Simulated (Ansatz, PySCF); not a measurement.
Molecule: C₅H₅S, net charge 0, doublet state. It need not be the lowest isomer of its formula. 
Structure (B3LYP-D3(BJ)/def2-TZVP (Ansatz, a quantum-chemistry and plane-wave program) minimum search):
SMILES: Cc1[c]ccs1
```xyz
11

C     -2.3022    -0.1436    -0.0152
C     -0.8196    -0.2106     0.1447
C     -0.0426    -0.9840     0.9233
C      1.3579    -0.8242     0.8643
C      1.6693     0.1544    -0.0363
S      0.2602     0.8318    -0.7658
H     -2.6897     0.8442     0.2424
H     -2.7714    -0.8745     0.6420
H     -2.6059    -0.3633    -1.0407
H      2.0804    -1.3837     1.4380
H      2.6461     0.5170    -0.3138
```
Charge 0, spin multiplicity 2.

Total electronic energies in hartree. Valence correlation only, unless marked. Open shells are spin-unrestricted. Spin-orbit coupling is left out. Non-relativistic. CBS(X,Y): correlation extrapolated as X^-3; Hartree-Fock from the larger set. The bracket is a focal-point correction in the basis named.

The UHF reference is spin-contaminated (<S^2> 0.38 over the pure value in the largest basis). 

```json
[
 {"level": "HF/cc-pV(T+d)Z", "program": "Ansatz", "energy (Eh)": "-589.78447"},
 {"level": "HF/cc-pV(Q+d)Z", "program": "Ansatz", "energy (Eh)": "-589.80002"},
 {"level": "HF-D3(BJ)/def2-TZVPD", "program": "PySCF + dftd3", "energy (Eh)": "-589.87196"},
 {"level": "HF-D4/def2-TZVPD", "program": "PySCF + dftd4", "energy (Eh)": "-589.82256"},
 {"level": "RI-HF/cc-pV(T+d)Z", "program": "Ansatz", "energy (Eh)": "-589.78430"},
 {"level": "RI-HF/cc-pV(Q+d)Z", "program": "Ansatz", "energy (Eh)": "-589.79982"},
 {"level": "r2SCAN/def2-TZVPD", "program": "Ansatz", "energy (Eh)": "-591.58362"},
 {"level": "B3LYP/def2-TZVPD", "program": "Ansatz", "energy (Eh)": "-591.73889"},
 {"level": "PBE0-D4/def2-TZVP", "program": "Ansatz + dftd4", "energy (Eh)": "-591.35655"},
 {"level": "PBE0-D4/def2-TZVPD", "program": "Ansatz + dftd4", "energy (Eh)": "-591.35756"},
 {"level": "HSE06-D3(BJ)/def2-TZVPD", "program": "Ansatz + dftd3", "energy (Eh)": "-591.33731"},
 {"level": "HSE06-D4/def2-TZVPD", "program": "Ansatz + dftd4", "energy (Eh)": "-591.33858"},
 {"level": "HSE06/def2-TZVPD", "program": "Ansatz", "energy (Eh)": "-591.33008"},
 {"level": "CCSD(T)/6-31G", "program": "Ansatz", "energy (Eh)": "-590.09819"},
 {"level": "RI-MP2/CBS(cc-pV(T+d)Z,cc-pV(Q+d)Z)+[CCSD(T)-MP2]/cc-pV(T+d)Z", "program": "Ansatz", "energy (Eh)": "-590.9400"}
]
```

Totals of different functionals don't rank their quality; only differences between species are comparable.
